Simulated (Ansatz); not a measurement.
`FC[S][InH2]` + `B1CO1` → `[InH2][CH]1BO1` + `FCS` at 298.15 K and 1 bar (formal exchange of groups at the In–S bond).

Calculated with Ansatz (gas phase, PBE0-D4/def2-TZVP geometries, no zero-point term in ΔE). CCSD(T)/CBS is the MP2 limit (def2-TZVPP, def2-QZVPP) plus CCSD(T) − MP2 in def2-TZVPP, frozen cores. Elements past krypton have def2 core potentials. For In outer-core shells are correlated without core-valence functions, which leaves a few kJ/mol of doubt a bond. One conformer a species, not always the lowest.

| species | CCSD(T)/CBS energy (Eh) | H − E (kJ/mol) | S (J/(mol·K)) |
| --- | --- | --- | --- |
| `FC[S][InH2]` | -727.83271 | 135.2 | 352.6 |
| `B1CO1` | -139.80191 | 122.0 | 247.7 |
| `[InH2][CH]1BO1` | -330.18240 | 131.7 | 328.7 |
| `FCS` | -537.40796 | 116.5 | 271.6 |

H − E and S are ideal-gas, rigid-rotor, harmonic terms from PBE0-D4/def2-TZVP, for one conformer and one mirror image of each species. 1 Eh = 2625.50 kJ/mol, R = 8.31446 J/(mol·K).

Task: By hand: ΔE, ΔH, ΔS and ΔG.

Result: ΔE = (-330.18240) + (-537.40796) − (-727.83271) − (-139.80191) = 0.04426 Eh = 116.2 kJ/mol. Δ(H − E) = 131.7 + 116.5 − 135.2 − 122.0 = -9.0, so ΔH = 107.2 kJ/mol. ΔS = 328.7 + 271.6 − 352.6 − 247.7 = 0.0 J/(mol·K). ΔG = 107.2 − 298.15 × (0.0)/1000 = 107.2 kJ/mol.

Task: By hand: the equilibrium constant, and the temperature at which ΔG would vanish if ΔH and ΔS stayed fixed.

Result: log₁₀ K = −ΔG/(RT ln 10) = -18.8. With ΔH or ΔS at zero there is no such temperature.

The number of gas molecules stays the same, so ΔS is small and ΔH decides. A doubt of 5 kJ/mol in ΔE shifts log₁₀ K by 0.9 here. Other conformers and mirror images would add mixing entropy, several J/(mol·K) or more a flexible species. Modes under 60 cm⁻¹, often nearly free rotors, make the harmonic entropy too high. These are equilibria of isolated gas molecules and say nothing of rates. Largest T1 diagnostic: 0.016 (customary marks: 0.02 for closed shells, 0.045 for open ones).

ΔS is within the doubt of such terms, so its sign, and with it that verdict, could turn.
